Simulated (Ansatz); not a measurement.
A nudged elastic band was laid between two geometries of FGeH3 + H2S (8 atoms, charge 0, multiplicity 1).

These are results of RHF/def2-SVP (Ansatz 0.2.0), not measurements.

* movable images: 5
* climbing image: yes
* spring: 5.0 eV/Å²
* optimiser: quadratic models (default)
* start path: through a guess of the saddle point
* force threshold: 0.05 eV/Å
* iteration limit: 60
* end points: relaxed

Image 0:

```xyz
8
Properties=species:S:1:pos:R:3
Ge 0.475 0.081 -0.259
F 0.145 -0.159 1.429
H 1.992 -0.009 -0.400
H -0.055 1.466 -0.615
H -0.238 -1.040 -1.007
S -3.350 0.066 1.141
H -3.517 -1.255 1.053
H -2.242 -0.024 1.880
```

Image 6:

```xyz
8
Properties=species:S:1:pos:R:3
Ge -0.389 -0.091 -0.600
F -0.427 0.692 2.872
H 0.620 -0.934 0.174
H -0.036 1.392 -0.578
H -0.528 -0.602 -2.035
S -2.400 -0.218 0.426
H -2.446 -1.550 0.522
H -1.185 0.438 2.443
```

(1) What changes between the two ends?

(2) Give the energies along the band, and the barrier.

(3) What is the geometry of the highest image?

The band took 20 iterations and roughly 3 core-minutes.

## Answers

(1) Bonds broken: Ge1–F2, S6–H8. Bonds formed: Ge1–S6, F2–H8. FGeH3 + H2S becomes FH + GeH4S.

(2) The forces met the threshold. The highest image is number 3 of 0 to 6, 203.6 kJ/mol above the first end and 184.8 kJ/mol above the last; the last end lies 18.8 kJ/mol above the first. Neighbouring images differ by up to 1.6 eV, so the band resolves the path poorly. A vibrational analysis at the climbing image gives one clearly imaginary mode, 651i cm⁻¹: a first-order saddle point. The orbitals stay closed-shell, which can raise the energy where a bond breaks towards radicals; this wasn't checked here.

| image | path coordinate (Å) | energy (kJ/mol) | Ge1–F2 (Å) | S6–H8 (Å) | Ge1–S6 (Å) |
| --- | --- | --- | --- | --- | --- |
| 0 | 0.00 | 0.0 | 1.74 | 1.33 | 4.07 |
| 1 | 0.71 | 3.6 | 1.74 | 1.33 | 3.69 |
| 2 | 1.43 | 52.2 | 1.78 | 1.36 | 3.13 |
| 3 | 2.14 | 203.6 | 2.04 | 1.74 | 2.75 |
| 4 | 3.17 | 76.4 | 2.81 | 2.08 | 2.34 |
| 5 | 4.20 | 21.4 | 3.58 | 2.40 | 2.26 |
| 6 | 5.22 | 18.8 | 3.56 | 2.44 | 2.26 |

(3) 
```xyz
8
Properties=species:S:1:pos:R:3
Ge -0.139 0.062 -0.233
F -0.179 -0.094 1.802
H 1.369 -0.139 -0.034
H -0.401 1.490 -0.670
H -0.649 -1.096 -1.073
S -2.659 0.120 0.856
H -2.912 -1.189 0.752
H -1.222 -0.028 1.824
```

Time of the run: 3 min on 1 thread of Arm Neoverse V2, with other jobs on the host, peak memory 0.18 GiB.
